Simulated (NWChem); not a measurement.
The numbers come from NWChem runs, not from measurements. System: C2H6B, charge -1, spin multiplicity 1, at the geometry of a parent with another charge or spin, in a state set for the comparison that need not be this species' ground state.

Job file:

```
start mol
memory heap 200 mb stack 900 mb global 1100 mb
charge -1
geometry units angstroms nocenter noautoz
  C      0.000691     1.403598     0.099028
  B      0.000000     0.000000    -0.559967
  C     -0.000691    -1.403598     0.099028
  H      1.073669     1.671948     0.181237
  H     -0.466499     2.198194    -0.501444
  H     -0.408375     1.423159     1.125953
  H      0.408375    -1.423159     1.125953
  H      0.466499    -2.198194    -0.501444
  H     -1.073669    -1.671948     0.181237
  symmetry group C2
end
basis spherical
  * library def2-svpd
end
dft
  xc xpbe96 cpbe96
  semidirect memsize 60000000 filesize 0
  iterations 100
end
task dft energy
```

The output up to the point where the run's verdict is printed (cleaned and shortened):

```
             Northwest Computational Chemistry Package (NWChem) 7.3.0
             --------------------------------------------------------

                                NWChem Input Module
                                -------------------

 Scaling coordinates for geometry "geometry" by  1.889725989
 (inverse scale =  0.529177249)

 Turning off AUTOSYM since
 SYMMETRY directive was detected!

                             Geometry "geometry" -> ""
                             -------------------------

 Output coordinates in angstroms (scale by  1.889725989 to convert to a.u.)

  No.       Tag          Charge          X              Y              Z
 ---- ---------------- ---------- -------------- -------------- --------------
    1 C                    6.0000     0.00069100     1.40359800     0.09902800
    2 B                    5.0000     0.00000000     0.00000000    -0.55996700
    3 C                    6.0000    -0.00069100    -1.40359800     0.09902800
    4 H                    1.0000     1.07366900     1.67194800     0.18123700
    5 H                    1.0000    -0.46649900     2.19819400    -0.50144400
    6 H                    1.0000    -0.40837500     1.42315900     1.12595300
    7 H                    1.0000     0.40837500    -1.42315900     1.12595300
    8 H                    1.0000     0.46649900    -2.19819400    -0.50144400
    9 H                    1.0000    -1.07366900    -1.67194800     0.18123700

 Effective nuclear repulsion energy (a.u.)      60.5371437310

            Nuclear Dipole moment (a.u.)
            ----------------------------
        X                 Y               Z
 ---------------- ---------------- ----------------
     0.0000000000     0.0000000000    -0.0000132281

      Symmetry information
      --------------------

 Group name             C2
 Group number              4
 Group order               2
 No. of unique centers     5

      Symmetry unique atoms

     1    2    4    5    6


 Summary of "ao basis" -> "" (spherical)
 ------------------------------------------------------------------------------
       Tag                 Description            Shells   Functions and Types
[...]
 d= 0,ls=0.5,diis    52   -104.2274849066 -1.35D-06  2.38D-04  1.08D-05    23.6
 d= 0,ls=0.5,diis    53   -104.2274863417 -1.44D-06  2.34D-04  1.07D-05    24.0
 d= 0,ls=0.5,diis    54   -104.2274877073 -1.37D-06  2.16D-04  1.10D-05    24.5
 d= 0,ls=0.5,diis    55   -104.2274894082 -1.70D-06  2.14D-04  9.06D-06    24.9
 d= 0,ls=0.5,diis    56   -104.2274907730 -1.36D-06  2.35D-04  8.88D-06    25.3
 d= 0,ls=0.5,diis    57   -104.2274915485 -7.75D-07  2.35D-04  1.19D-05    25.8
 d= 0,ls=0.5,diis    58   -104.2274925505 -1.00D-06  2.24D-04  1.32D-05    26.2
 d= 0,ls=0.5,diis    59   -104.2274938657 -1.32D-06  1.77D-04  1.26D-05    26.6
 d= 0,ls=0.5,diis    60   -104.2274960625 -2.20D-06  1.72D-04  6.84D-06    27.0
 d= 0,ls=0.5,diis    61   -104.2274974559 -1.39D-06  1.93D-04  5.41D-06    27.5
 d= 0,ls=0.5,diis    62   -104.2274982844 -8.28D-07  2.01D-04  6.87D-06    27.9
 d= 0,ls=0.5,diis    63   -104.2274991321 -8.48D-07  1.97D-04  7.88D-06    28.4
 d= 0,ls=0.5,diis    64   -104.2275000526 -9.21D-07  1.92D-04  8.36D-06    28.8
 d= 0,ls=0.5,diis    65   -104.2275010328 -9.80D-07  1.80D-04  8.31D-06    29.3
 d= 0,ls=0.5,diis    66   -104.2275021764 -1.14D-06  1.78D-04  7.12D-06    29.7
 d= 0,ls=0.5,diis    67   -104.2275031118 -9.35D-07  1.79D-04  7.03D-06    30.1
 d= 0,ls=0.5,diis    68   -104.2275039682 -8.56D-07  1.86D-04  7.16D-06    30.6
 d= 0,ls=0.5,diis    69   -104.2275046389 -6.71D-07  1.84D-04  8.22D-06    31.0
 d= 0,ls=0.5,diis    70   -104.2275053885 -7.50D-07  1.71D-04  8.63D-06    31.4
 d= 0,ls=0.5,diis    71   -104.2275064250 -1.04D-06  1.71D-04  7.29D-06    31.9
 d= 0,ls=0.5,diis    72   -104.2275072363 -8.11D-07  1.86D-04  7.15D-06    32.3
 d= 0,ls=0.5,diis    73   -104.2275076374 -4.01D-07  1.89D-04  9.25D-06    32.7
 d= 0,ls=0.5,diis    74   -104.2275080796 -4.42D-07  1.87D-04  1.08D-05    33.2
 d= 0,ls=0.5,diis    75   -104.2275086810 -6.01D-07  1.86D-04  1.14D-05    33.6
 d= 0,ls=0.5,diis    76   -104.2275091649 -4.84D-07  1.75D-04  1.26D-05    34.0
 d= 0,ls=0.5,diis    77   -104.2275099967 -8.32D-07  1.68D-04  1.18D-05    34.5
 d= 0,ls=0.5,diis    78   -104.2275108076 -8.11D-07  1.52D-04  1.10D-05    34.9
 d= 0,ls=0.5,diis    79   -104.2275119448 -1.14D-06  1.80D-04  8.45D-06    35.3
 d= 0,ls=0.5,diis    80   -104.2275119727 -2.80D-08  1.52D-04  1.18D-05    35.8
 d= 0,ls=0.5,diis    81   -104.2275129169 -9.44D-07  1.46D-04  9.80D-06    36.3
 d= 0,ls=0.5,diis    82   -104.2275137572 -8.40D-07  1.28D-04  8.44D-06    36.7
 d= 0,ls=0.5,diis    83   -104.2275148280 -1.07D-06  1.33D-04  5.74D-06    37.1
 d= 0,ls=0.5,diis    84   -104.2275153436 -5.16D-07  1.32D-04  5.92D-06    37.6
 d= 0,ls=0.5,diis    85   -104.2275159218 -5.78D-07  1.21D-04  5.51D-06    38.0
 d= 0,ls=0.5,diis    86   -104.2275166235 -7.02D-07  1.16D-04  4.28D-06    38.4
 d= 0,ls=0.5,diis    87   -104.2275171999 -5.76D-07  1.15D-04  3.63D-06    38.9
 d= 0,ls=0.5,diis    88   -104.2275176989 -4.99D-07  1.14D-04  3.25D-06    39.3
 d= 0,ls=0.5,diis    89   -104.2275181768 -4.78D-07  1.04D-04  2.86D-06    39.7
 d= 0,ls=0.5,diis    90   -104.2275187145 -5.38D-07  1.02D-04  2.03D-06    40.2
 d= 0,ls=0.5,diis    91   -104.2275191619 -4.47D-07  9.87D-05  1.59D-06    40.6
 d= 0,ls=0.5,diis    92   -104.2275195663 -4.04D-07  9.77D-05  1.25D-06    41.1
 d= 0,ls=0.5,diis    93   -104.2275199339 -3.68D-07  9.99D-05  1.03D-06    41.5
 d= 0,ls=0.5,diis    94   -104.2275202487 -3.15D-07  9.93D-05  1.03D-06    41.9
 d= 0,ls=0.5,diis    95   -104.2275205572 -3.08D-07  9.87D-05  9.90D-07    42.4
 d= 0,ls=0.5,diis    96   -104.2275208541 -2.97D-07  1.07D-04  9.60D-07    42.8
 d= 0,ls=0.5,diis    97   -104.2275210646 -2.11D-07  1.05D-04  1.40D-06    43.2
 d= 0,ls=0.5,diis    98   -104.2275213147 -2.50D-07  1.08D-04  1.54D-06    43.6
 d= 0,ls=0.5,diis    99   -104.2275215236 -2.09D-07  1.06D-04  1.90D-06    44.1
 d= 0,ls=0.5,diis   100   -104.2275217662 -2.43D-07  1.07D-04  2.03D-06    44.5
```

The run did not converge; its last values are not results. The next line reads: Calculation failed to converge. NWChem stopped with the message: dft energy failed.
